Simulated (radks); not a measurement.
Cr5+, 19 electrons, occupied as [Ar] 3d1. All-electron calculation, Dirac Kohn-Sham, PBEsol, spin-unpolarised, spherical densities, finite nucleus; open shells fill j = l - 1/2 first; Fermi nuclear charge, rms radius 3.6452 fm. Program: a radial shooting solver on a logarithmic mesh with Libxc functionals.

Normalised radial functions P(r) = r R(r) (large component), r in bohr:

r	3d5/2
0.00424	0.0000
0.006029	0.0000
0.008573	0.0001
0.01219	0.0002
0.01733	0.0006
0.02465	0.0016
0.03505	0.0043
0.04983	0.0110
0.07085	0.0272
0.09995	0.0626
0.1421	0.1366
0.2021	0.2723
0.2873	0.4839
0.4086	0.7456
0.5809	0.9664
0.826	1.0083
1.175	0.8007
1.67	0.4468
2.375	0.1545
3.377	0.0264

3d5/2 (empty): eigenvalue -79.003 eV, 0 radial nodes, <r> = 0.954 bohr, 90 % of the charge inside 1.53 bohr.
